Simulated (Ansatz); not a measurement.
A structure relaxed at r2SCAN-D4/def2-TZVP in Ansatz, charge 0, singlet:

Cartesian coordinates in Å:
```
Li -0.991 0.444 -0.275
F 0.452 0.265 -1.202
Li 0.991 -0.444 0.275
F -0.452 -0.265 1.202
```

(1) Give its formula, name or SMILES and point group.

(2) Summarise the bond lengths by kind (pairs closer than 1.2 times the sum of covalent radii, bridged metal pairs left out).

Results:

(1) (LiF)2 ring (Li2F2). Point group D2h (tolerance 0.1 Å).

(2) 4 × F–Li 1.72 Å.
